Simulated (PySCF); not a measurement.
## HfN: frontier orbitals

BP86 at R = 1.716 Å; basis Hf def2-TZVPPD with ECP60, N def2-TZVPPD; scalar-relativistic core potentials; PySCF 2.14. State: ²Σ⁺ (doublet), unpaired electrons σ ↑. Only the outer orbitals are listed, counted within each symmetry, core potentials removing the inner ones.

| spin | orbital | occ. | ε (eV) | on Hf (%) | main shells (%) |
| --- | --- | --- | --- | --- | --- |
| α | 1π | 1 | -33.70 | 100 | 100 Hf p |
| α | 1π | 1 | -33.70 | 100 | 100 Hf p |
| α | 3σ | 1 | -33.45 | 93 | 93 Hf p |
| α | 4σ | 1 | -15.10 | 24 | 76 N s, 10 Hf d |
| α | 2π | 1 | -5.78 | 42 | 58 N p, 39 Hf d |
| α | 2π | 1 | -5.78 | 42 | 58 N p, 39 Hf d |
| α | 5σ | 1 | -5.26 | 56 | 44 Hf s, 36 N p |
| α | 6σ | 1 | -5.13 | 78 | 41 Hf s, 36 Hf d, 13 N p |
| α | 1δ | 0 | -3.28 | 100 | 100 Hf d |
| α | 1δ | 0 | -3.28 | 100 | 100 Hf d |
| α | 3π | 0 | -2.20 | 93 | 72 Hf p, 21 Hf d |
| β | 1π | 1 | -33.49 | 100 | 100 Hf p |
| β | 1π | 1 | -33.49 | 100 | 100 Hf p |
| β | 3σ | 1 | -33.22 | 93 | 93 Hf p |
| β | 4σ | 1 | -15.13 | 24 | 76 N s, 10 Hf d |
| β | 2π | 1 | -5.74 | 39 | 60 N p, 36 Hf d |
| β | 2π | 1 | -5.74 | 39 | 60 N p, 36 Hf d |
| β | 5σ | 1 | -5.17 | 34 | 52 N p, 22 Hf d, 14 N s |
| β | 6σ | 0 | -4.06 | 100 | 80 Hf s, 16 Hf d |
| β | 1δ | 0 | -2.41 | 100 | 100 Hf d |
| β | 1δ | 0 | -2.41 | 100 | 100 Hf d |

Problem. Which are the highest filled and the lowest empty level, where do they sit, and how wide is the gap?

Solution. Highest filled α 6σ at -5.13 eV (in %: 41 Hf s, 36 Hf d, 13 N p); lowest empty β 6σ at -4.06 eV (in %: 80 Hf s, 16 Hf d); the gap at BP86 is 1.07 eV.

The bond order (Mayer) is 3.15, the ⟨S²⟩ is 0.753 and the charge on Hf (Mulliken, basis-dependent) is 0.42. The charge on Hf (Löwdin, basis-dependent) is 0.39 and the dipole moment (positive dipole means Hf(−)N(+)) is -4.93 D.

Spin–orbit coupling is left out. The state is the lowest single determinant that the PBE0 search found; with open d or f shells the true ground state can be another one.
